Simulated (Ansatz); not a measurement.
Mn₃. The state is a multiplicity 12 with charge 0. Geometry PBE0-D4/def2-TZVPD, that of the charge -1 multiplicity 13; atoms count from 1.

```tsv
atom	x (Å)	y (Å)	z (Å)
Mn1	-0.497	1.333	0.488
Mn2	1.043	-0.645	0.834
Mn3	-0.547	-0.687	-1.322
```

The charge 0 multiplicity 12 is spin-contaminated (final ⟨S²⟩ up to 38.00, 35.75 for a pure state). At PBE0-D4/def2-TZVPD a multiplicity 14 of charge 0 lies 0.87 eV below the multiplicity 12 at the same geometry. That multiplicity 14 is doubtful there (⟨S²⟩ 49.91, where a pure state has 48.75). The structure comes from a short search, and lower isomers may exist.

(1) Estimate the Mulliken populations from the PBE0/def2-TZVPD orbitals of Ansatz.

(2) Where does the spin sit?

(3) And the Mayer bond orders between bonded heavy atoms (over 0.3)?

## Answers

(1) 
```csv
atom,charge (e),spin (α − β),d electrons
Mn1,0.00,3.66,5.56
Mn2,0.00,3.66,5.57
Mn3,0.01,3.68,5.51
```
Mulliken values and Mayer orders depend strongly on the basis. With diffuse functions, as here, like atoms can get unlike values, and bond orders can come out too low or too high.

(2) Summed by element: Mn 11.00, of 11 unpaired in all. Largest on single atoms: Mn3 3.68, Mn1 3.66, Mn2 3.66.

(3) Mn1–Mn2 1.11 (2.53 Å); Mn1–Mn3 0.99 (2.71 Å); Mn2–Mn3 1.01 (2.68 Å).
